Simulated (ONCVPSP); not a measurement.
Before and after: ONCV potential for Gd

* Element: Gd (Z = 64)
* Generator: ONCVPSP 4.0.1
* Type: optimised norm-conserving Vanderbilt (ONCV)
* Functional: PBE
* Relativity: fully relativistic
* Frozen core: [Kr] 4d10
* Valence charge: 18
* Reference configuration: 4f7 5s2 5p6 5d1 6s2
* Partial waves: 5s+6s: rc 2.00 bohr, ncon 4, nbas 9, qcut 7.9 1/bohr, 2 projectors; 5p: rc 1.85 bohr, ncon 4, nbas 7, qcut 7.3 1/bohr, 3 projectors, debl 0.4 Ha; 5d: rc 2.45 bohr, ncon 4, nbas 8, qcut 3.9 1/bohr, 2 projectors, debl 3.6 Ha; 4f: rc 1.45 bohr, ncon 5, nbas 10, qcut 9.8 1/bohr, 2 projectors, debl 1.5 Ha
* Local potential: polynomial inside 1.15 bohr (lpopt 5, dvloc0 3 Ha)
* Core correction: Teter function, fcfact 2.25, rcfact 1.35

Open shells are filled in proportion to 2j + 1.

In the p channel the program set the typed energies aside and used -0.955, 0.250, 0.650 Ha (j = l + 1/2; the other j can differ).

All-electron outer shells of the reference configuration (PBE, scalar-relativistic, ld1.x):

| shell | level (eV) | outermost node (bohr) | outermost maximum (bohr) |
| --- | --- | --- | --- |
| 4d | -147.72 | 0.27 | 0.56 |
| 5s | -49.74 | 0.65 | 1.20 |
| 5p | -27.26 | 0.70 | 1.35 |
| 4f | -8.70 | – | 0.56 |
| 6s | -4.13 | 1.60 | 3.37 |
| 5d | -2.53 | 0.79 | 1.95 |

Change: all radii but the core radius scaled by about 1.09 (s 2.18, p 2.02, d 2.68, f 1.58 bohr); local potential polynomial inside 1.26 bohr (lpopt 5, dvloc0 3 Ha).

Cutoffs: the cutoffs (Ha) at which the residual kinetic energy of the hardest occupied pseudo-wave falls to 1 and 0.1 mHa per electron; they do not see the model core or the augmentation charge, which bear on the density cutoff. Errors are all-electron minus pseudo energies relative to the spin-unpolarised reference configuration.

How do hardness, ghosts and transferability respond?

The potential gets softer (176 Ha and 206 Ha → 57 Ha and 160 Ha); the lowest positive-energy flag moves from s at 11.5 eV to d5/2 at 38.5 eV; of the 3 tests that both files solve, the error grows in 1 and shrinks in 1 by more than 15 % and 0.3 meV (median size 0.1 → 0.1 meV); neither file shows a bound ghost. A larger radius leaves more room for a smooth pseudo-wave, so fewer plane waves are needed.

| quantity | base | changed |
| --- | --- | --- |
| cutoff, loose | 176 Ha | 57 Ha |
| cutoff, tight | 206 Ha | 160 Ha |
| loose cutoff by channel | s 18 Ha, p 18 Ha, d 7.6 Ha, f 176 Ha | s 16 Ha, p 16 Ha, d 7.1 Ha, f 57 Ha |
| bound ghosts | none | none |
| GHOST(+) flags under 300 eV | s at 11.5 eV, p3/2 at 263.2 eV | d5/2 at 38.5 eV, s at 95.5 eV, d3/2 at 123.6 eV |
| tests counted as reliable (solved cleanly; for ONCVPSP, near-neutral configurations with less than one 5d electron left out) | 3 of 4 | 3 of 4 |
| error for 4f7 5s2 5p6 5d1 6s1, meV [ΔE 6.65 eV] | +0.1 | +0.1 |
| error for 4f7 5s2 5p6 5d1 6s0, meV [ΔE 18.75 eV] | -0.1 | -0.8 |
| error for 4f7 5s2 5p6 5d2 6s1, meV [ΔE 1.77 eV] | -1.2 | +0.1 |
| rms error of d²Exc/dni dnj with the model core, mHa | 4.88 | 4.80 |
